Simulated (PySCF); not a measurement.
Ta(F)4(SH) (F4HSTa), SMILES [F][Ta]([F])([F])([F])[SH], multiplicity 1.

Coordinates come from a B3LYP-D3(BJ)/def2-SVP optimisation. The spin state was assumed, not searched. The structure was generated by enumeration; whether it is a known compound was not checked. The def2 effective core potentials stand for the cores of Ta; spin–orbit coupling is left out. The values are those of a single conformer.

Two levels are set side by side: PBE/def2-TZVP (PySCF) and M06-2X/def2-TZVP (PySCF). Same geometry, gas phase. Differences are taken from unrounded values.

```json
[
 {"quantity": "orbital gap (eV)", "PBE": "3.60"},
 {"quantity": "highest occupied level (eV)", "PBE": "-7.41"},
 {"quantity": "lowest empty level (eV)", "PBE": "-3.81"},
 {"quantity": "dipole moment (D)", "PBE": "0.93"},
 {"quantity": "mean polarisability (bohr³)", "PBE": "60.9"}
]
```

Question: These are the PBE values. What does M06-2X give? (The exact figures need the calculation; the answer reports its results.)

Answer: 
```
quantity                     M06-2X  PBE minus M06-2X
---------------------------  ------  ----------------
orbital gap (eV)               7.90             -4.30
highest occupied level (eV)   -9.99              2.58
lowest empty level (eV)       -2.09             -1.72
dipole moment (D)              1.17             -0.24
mean polarisability (bohr³)    56.8               4.1
```

PBE's occupied levels lie high since its potential decays too fast outside the molecule; exact exchange lowers them and widens the gap. PBE's more diffuse valence density responds more strongly to a field. Differences between two approximate levels are no errors against the true value.

Rough cost on one machine, each run with all the roots and properties that it gave: M06-2X against PBE about 3 times.
